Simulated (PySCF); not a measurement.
Computed IR spectrum (relative IR intensity) of a molecule F₂H₅NSi₂. The structure is a stationary point at PBE-D3(BJ)/def2-SVP. Other conformers were not sampled. All values below come from PBE-D3(BJ)/def2-SVP run with PySCF 2.14.0. Frequencies are harmonic and unscaled.

Lines under 2 % of the strongest are left out, and lines within 2 cm⁻¹ are merged.

```json
[
 {"ν (cm⁻¹)": "268", "relative intensity": "10"},
 {"ν (cm⁻¹)": "363", "relative intensity": "5.4"},
 {"ν (cm⁻¹)": "417", "relative intensity": "28"},
 {"ν (cm⁻¹)": "690", "relative intensity": "27"},
 {"ν (cm⁻¹)": "758", "relative intensity": "40"},
 {"ν (cm⁻¹)": "865", "relative intensity": "70"},
 {"ν (cm⁻¹)": "894", "relative intensity": "11"},
 {"ν (cm⁻¹)": "914", "relative intensity": "64"},
 {"ν (cm⁻¹)": "931", "relative intensity": "100"},
 {"ν (cm⁻¹)": "934", "relative intensity": "77"},
 {"ν (cm⁻¹)": "976", "relative intensity": "2.3"},
 {"ν (cm⁻¹)": "1167", "relative intensity": "97"},
 {"ν (cm⁻¹)": "2160", "relative intensity": "49"},
 {"ν (cm⁻¹)": "2163", "relative intensity": "36"},
 {"ν (cm⁻¹)": "2191", "relative intensity": "26"},
 {"ν (cm⁻¹)": "2271", "relative intensity": "30"},
 {"ν (cm⁻¹)": "3490", "relative intensity": "17"}
]
```

Task: Which structure fits?
(A) N[Si@@H](F)[SiH2]F
(B) F[SiH2]N[SiH2]F
(C) F[SiH](F)N[SiH3]
(D) N[Si](F)(F)[SiH3]

Result: C, F[SiH](F)N[SiH3]
